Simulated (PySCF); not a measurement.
C2H6OSi.
Bonds: C1–Si2, Si2–C3, C3–O4 (double). Hydrogens: H5, H6, H7 on C1; H8, H9 on Si2; H10 on C3.

Lines to be assigned: C 1s: 290.51 (area 1), 293.15 (area 1) eV; O 1s: 538.32 eV; Si 1s: 1846.56 eV; Si 2p3/2: 106.84 eV.

Method: delta-SCF UKS SCAN, pcX-2 on the ionised atom, pcseg-1 elsewhere, spin-free X2C in PySCF. Isolated species at its PBE0-D3(BJ)/def2-SVP geometry (one conformer only).

(1) Assign the C 1s lines to atoms.

Results:

(1) 290.51 eV: C1 (Si-methyl carbon); 293.15 eV: C3 (carbonyl carbon). Lowest listed C 1s: C1, bonded to 3 H and Si. Highest, 2.64 eV above it: C3, bonded to O (double bond), H and Si. Summing the Pauling electronegativity differences to the bonded atoms, each weighted by its formal bond order, gives -1.70 for the lowest site and +0.78 for the highest.

Bonded neighbours of each site: C1: 3 H and Si; Si2: 2 C and 2 H; C3: O (double bond), H and Si; O4: C (double bond).

**Question.** Which photon wavelength matches the C 1s of C1 threshold?

**Answer.** λ = hc/E = 12398.42 eV Å / 290.51 eV = 42.678 Å.

Spin contamination (⟨S²⟩ against 0.75 for a pure doublet) is marked for C 1s of C3 (0.86), which makes this value less certain. Spin–orbit and ligand-field terms were added within each 2p shell after the spin-free SCF. 2p1/2 minus 2p3/2 (ligand field included): Si 0.62 eV.

On one thread of an Arm Neoverse V1, on a shared host, this took 21 s wall.

Shape of the structure used: `[CH3:1][SiH2:2][CH:3]=[O:4]`: C1–Si2–C3–O4 -1°.
